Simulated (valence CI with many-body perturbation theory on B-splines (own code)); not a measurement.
## E1 transitions of La LIII

Level of theory: relativistic CI+MBPT: three valence electrons over a frozen Dirac-Fock core [He], radial functions for each j: 11 s, 11 p, 10 d, 8 f, 5 g, 2 h, with the one-electron correlation potential Σ1 (screened to all orders), the two-electron term Σ2, the three-electron term Σ3, Breit, model QED; selected single and double excitations, second order for the rest, scaled by the run's own slope (own B-spline code, finite nucleus).

No measured spectrum was set against this ion. As an estimate, large intervals hold to a few tenths of a per cent, small ones and those within an open d or f shell to about a per cent.

Lines 151 to 200 of 536 in falling wavelength, among levels below 8475.5 eV, chosen from the strongest by gf and those to the six lowest levels. Wavelengths and rates use the calculated energies. Electric multipoles are in the length gauge, E1 and E2 with the static RPA response of the core. Weak lines are less certain than strong ones. Lines between different terms over intervals too small for the method are left out, as are lines whose strength nearly cancels.

Levels are named by their leading jj configuration (3d3/2^4 stands for four electrons in 3d with j = 3/2), which in mixed levels can hold well under half, so a name can repeat and another be missing. Letters in brackets count levels of one name in rising energy.

| λ vac (Å) | Upper | Lower | A (s⁻¹) | S (a.u.) |
| --- | --- | --- | --- | --- |
| 19.51 | (2p1/2 2p3/2 3d5/2) J=7/2 [a] | (2s 2p1/2 3d5/2) J=5/2 [a] | 5.42e+11 | 1.59e-02 |
| 19.50 | (2p1/2 2p3/2 3d5/2) J=5/2 [b] | (2s 2p1/2 3d5/2) J=3/2 | 2.91e+11 | 6.39e-03 |
| 19.47 | (2s 2p3/2 3d5/2) J=7/2 [b] | (2s^2 3d5/2) J=5/2 | 8.81e+11 | 2.57e-02 |
| 19.46 | (2p1/2 2p3/2 3d3/2) J=5/2 [b] | (2s 2p1/2 3d3/2) J=3/2 [b] | 5.52e+11 | 1.20e-02 |
| 19.41 | (2p1/2 2p3/2 3p3/2) J=5/2 [a] | (2s 2p1/2 3p3/2) J=3/2 [a] | 5.38e+11 | 1.17e-02 |
| 19.39 | (2s 2p3/2 3p3/2) J=5/2 [b] | (2s^2 3p3/2) J=3/2 | 9.90e+11 | 2.14e-02 |
| 19.37 | (2p1/2 2p3/2 3d3/2) J=7/2 | (2s 2p1/2 3d3/2) J=5/2 | 5.59e+11 | 1.60e-02 |
| 19.33 | (2p1/2 2p3/2 3d5/2) J=7/2 [b] | (2s 2p1/2 3d5/2) J=5/2 [b] | 3.23e+11 | 9.22e-03 |
| 19.32 | (2p3/2^2 3d5/2) J=7/2 | (2s 2p3/2 3d5/2) J=5/2 [a] | 3.07e+11 | 8.76e-03 |
| 19.31 | (2p1/2 2p3/2 3p1/2) J=3/2 [b] | (2s 2p1/2 3p1/2) J=1/2 [b] | 6.72e+11 | 9.55e-03 |
| 19.27 | (2p3/2^2 3p1/2) J=1/2 | (2s 2p3/2 3p1/2) J=3/2 [b] | 1.23e+12 | 8.71e-03 |
| 19.26 | (2p1/2 2p3/2 3p1/2) J=5/2 | (2s 2p1/2 3p1/2) J=3/2 | 6.20e+11 | 1.31e-02 |
| 19.24 | (2p3/2^2 3s) J=1/2 | (2s 2p3/2 3s) J=3/2 [b] | 1.24e+12 | 8.72e-03 |
| 19.22 | (2p3/2^2 3p3/2) J=3/2 [b] | (2s 2p3/2 3p3/2) J=5/2 [b] | 7.16e+11 | 1.00e-02 |
| 19.21 | (2p1/2 2p3/2 3d5/2) J=3/2 [b] | (2s 2p1/2 3d5/2) J=5/2 [b] | 5.42e+11 | 7.57e-03 |
| 19.17 | (2s 2p3/2 3d3/2) J=5/2 [b] | (2s^2 3d3/2) J=3/2 | 8.92e+11 | 1.86e-02 |
| 19.15 | (2s 2p3/2 3p1/2) J=1/2 | (2s^2 3p1/2) J=1/2 | 1.15e+12 | 7.94e-03 |
| 19.15 | (2p1/2 2p3/2 3d3/2) J=3/2 [a] | (2s 2p1/2 3d3/2) J=3/2 [a] | 6.20e+11 | 8.59e-03 |
| 19.14 | (2s 2p3/2 3s) J=1/2 | (2s^2 3s) J=1/2 | 1.13e+12 | 7.82e-03 |
| 19.13 | (2p3/2^2 3d5/2) J=5/2 [b] | (2s 2p3/2 3d5/2) J=7/2 [b] | 7.34e+11 | 1.52e-02 |
| 19.11 | (2p3/2^2 3p3/2) J=5/2 | (2s 2p3/2 3p3/2) J=5/2 [a] | 3.49e+11 | 7.22e-03 |
| 19.10 | (2p1/2 2p3/2 3p3/2) J=5/2 [b] | (2s 2p1/2 3p3/2) J=3/2 [b] | 3.41e+11 | 7.05e-03 |
| 19.10 | (2p1/2 2p3/2 3d3/2) J=5/2 [a] | (2s 2p1/2 3d3/2) J=3/2 [a] | 3.30e+11 | 6.82e-03 |
| 19.10 | (2s 2p3/2 3p1/2) J=3/2 [b] | (2s^2 3p1/2) J=1/2 | 1.04e+12 | 1.43e-02 |
| 19.08 | (2s 2p3/2 3d5/2) J=5/2 [b] | (2s^2 3d5/2) J=5/2 | 1.04e+12 | 2.14e-02 |
| 19.04 | (2s 2p3/2 3d3/2) J=3/2 [b] | (2s^2 3d3/2) J=3/2 | 8.93e+11 | 1.22e-02 |
| 19.03 | (2p1/2 2p3/2 3d3/2) J=1/2 [a] | (2s 2p1/2 3d3/2) J=3/2 [a] | 8.33e+11 | 5.67e-03 |
| 19.02 | (2s 2p3/2 3s) J=3/2 [b] | (2s^2 3s) J=1/2 | 1.05e+12 | 1.43e-02 |
| 19.02 | (2p1/2 2p3/2 3p3/2) J=5/2 [b] | (2s 2p1/2 3p3/2) J=5/2 | 3.04e+11 | 6.19e-03 |
| 19.02 | (2s 2p3/2 3p3/2) J=3/2 [b] | (2s^2 3p3/2) J=3/2 | 1.02e+12 | 1.38e-02 |
| 19.01 | (2p1/2 2p3/2 3d5/2) J=7/2 [b] | (2s 2p1/2 3d5/2) J=7/2 | 3.55e+11 | 9.64e-03 |
| 19.00 | (2s 2p3/2 3d5/2) J=3/2 [b] | (2s^2 3d5/2) J=5/2 | 1.16e+12 | 1.57e-02 |
| 19.00 | (2p3/2^2 3d5/2) J=3/2 | (2s 2p3/2 3d3/2) J=5/2 [b] | 4.82e+11 | 6.53e-03 |
| 18.96 | (2s 2p3/2 3p3/2) J=1/2 [b] | (2s^2 3p3/2) J=3/2 | 1.02e+12 | 6.87e-03 |
| 18.93 | (2s 2p3/2 3d3/2) J=1/2 [b] | (2s^2 3d3/2) J=3/2 | 1.05e+12 | 7.00e-03 |
| 18.90 | (2p3/2^2 3s) J=3/2 | (2s 2p3/2 3s) J=3/2 [a] | 7.07e+11 | 9.42e-03 |
| 18.87 | (2p1/2 2p3/2 3s) J=3/2 [a] | (2s 2p1/2 3s) J=1/2 [a] | 4.35e+11 | 5.77e-03 |
| 18.83 | (2p1/2 2p3/2 3s) J=5/2 | (2s 2p1/2 3s) J=3/2 | 3.72e+11 | 7.36e-03 |
| 18.81 | (2p3/2^2 3d3/2) J=7/2 | (2s 2p3/2 3d3/2) J=7/2 | 6.04e+11 | 1.59e-02 |
| 18.80 | (2p3/2^2 3p3/2) J=7/2 | (2s 2p3/2 3p3/2) J=7/2 | 6.89e+11 | 1.81e-02 |
| 18.79 | (2p3/2^2 3p1/2) J=3/2 | (2s 2p3/2 3p1/2) J=3/2 [a] | 7.36e+11 | 9.63e-03 |
| 18.79 | (2p3/2^2 3p1/2) J=5/2 | (2s 2p3/2 3p1/2) J=5/2 | 7.54e+11 | 1.48e-02 |
| 18.77 | (2p3/2^2 3d5/2) J=7/2 | (2s 2p3/2 3d5/2) J=9/2 | 2.15e+11 | 5.62e-03 |
| 18.74 | (2p3/2^2 3d5/2) J=9/2 | (2s 2p3/2 3d5/2) J=9/2 | 6.40e+11 | 2.08e-02 |
| 18.72 | (2p1/2 2p3/2^2) J=3/2 | (2s 2p1/2 2p3/2) J=5/2 | 1.04e+11 | 1.35e-03 |
| 18.66 | (2s 2p1/2 2p3/2) J=1/2 | (2s^2 2p1/2) J=1/2 | 1.30e+12 | 8.35e-03 |
| 18.65 | (2p3/2^2 3d3/2) J=5/2 | (2s 2p3/2 3d3/2) J=5/2 [a] | 4.22e+11 | 8.09e-03 |
| 18.64 | (2s 2p1/2 2p3/2) J=3/2 [b] | (2s^2 2p1/2) J=1/2 | 1.07e+12 | 1.37e-02 |
| 18.62 | (2p3/2^2 3d5/2) J=5/2 [a] | (2s 2p3/2 3d5/2) J=7/2 [a] | 3.75e+11 | 7.17e-03 |
| 18.59 | (2p3/2^2 3s) J=5/2 | (2s 2p3/2 3s) J=5/2 | 7.36e+11 | 1.40e-02 |
